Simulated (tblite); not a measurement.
Compound: C₄H₁₀O₂S₂Si.
Atom-mapped SMILES: `[CH3:1][S@@:2](=[O:3])[C@H:4]1[CH2:5][C@H:6]([O:7][SiH3:8])[S:9]1` (hydrogens: H10, H11, H12 on C1; H13 on C4; H14, H15 on C5; H16 on C6; H17, H18, H19 on Si8)

The geometry is computed with GFN2-xTB (gas phase).

**Question.** List the bond lengths, angles and torsions at this level.

**Answer.** 
| bond | length (Å) |
| --- | --- |
| C1–S2 | 1.837 |
| S2=O3 | 1.460 |
| S2–C4 | 1.879 |
| C4–C5 | 1.522 |
| C5–C6 | 1.531 |
| C6–O7 | 1.355 |
| O7–Si8 | 1.633 |
| C6–S9 | 1.856 |
| C4–S9 | 1.819 |
| C1–H10, C1–H11, C1–H12 | 1.085 |
| C4–H13 | 1.087 |
| C5–H14 | 1.090 |
| C5–H15 | 1.091 |
| C6–H16 | 1.094 |
| Si8–H17, Si8–H18 | 1.463 |
| Si8–H19 | 1.452 |

Bonds in one row agree within 0.01 Å and their mean is given. A selection of angles:
| angle | degrees |
| --- | --- |
| S2–C1–H10 | 107.6 |
| S2–C1–H11 | 109.1 |
| H10–C1–H11 | 110.3 |
| H11–C1–H12 | 111.2 |
| C1–S2–O3 | 106.7 |
| C1–S2–C4 | 95.5 |
| O3–S2–C4 | 105.6 |
| S2–C4–C5 | 109.5 |
| S2–C4–S9 | 113.5 |
| S2–C4–H13 | 107.7 |
| C5–C4–S9 | 93.1 |
| C5–C4–H13 | 117.9 |
| S9–C4–H13 | 114.7 |
| C4–C5–C6 | 95.7 |
| C4–C5–H14 | 112.6 |
| C4–C5–H15 | 114.4 |
| C6–C5–H14 | 109.7 |
| C6–C5–H15 | 114.3 |
| H14–C5–H15 | 109.6 |
| C5–C6–O7 | 114.8 |
| C5–C6–S9 | 91.3 |
| C5–C6–H16 | 113.4 |
| O7–C6–S9 | 116.1 |
| O7–C6–H16 | 112.2 |
| S9–C6–H16 | 107.3 |
| C6–O7–Si8 | 129.9 |
| O7–Si8–H17 | 109.8 |
| O7–Si8–H18 | 110.5 |
| O7–Si8–H19 | 97.5 |
| H17–Si8–H18 | 109.2 |
| H17–Si8–H19 | 114.6 |
| C4–S9–C6 | 76.0 |

Dihedral angles: C1–S2–C4–C5 -158° (antiperiplanar); S2–C4–C5–C6 100° (anticlinal); C4–C5–C6–O7 135° (anticlinal); C5–C6–O7–Si8 -165° (antiperiplanar); C5–C6–S9–C4 -13° (synperiplanar); S2–C4–S9–C6 -99° (anticlinal).

The 4-membered ring C4–C5–C6–S9 has internal angles of 76.0° to 95.7°; it is puckered, 0.11 Å rms from its mean plane, widest ring torsion 16°. Of the pairs four or more bonds apart, S9···H11 is among the closest relative to their van der Waals radii: 2.60 Å, 87 % of the sum of Bondi's values. Si8 (oxygen-bound silicon) is distorted tetrahedral (angles from 97.5° to 114.6°). S2 (sulfinyl sulfur) is pyramidal (angles 106.7°, 105.6° and 95.5°, sum 307.7°, 0.73 Å off the plane of its three neighbours). The 4 C–S bonds span 1.819 Å (C4–S9, drawn single) to 1.879 Å (S2–C4, drawn single), a spread of 0.060 Å.

Point group: C1 (no symmetry element, even within 0.4 Å). Its GFN2-xTB frequencies are all real (lowest 34 cm⁻¹). One conformer, not necessarily the lowest.
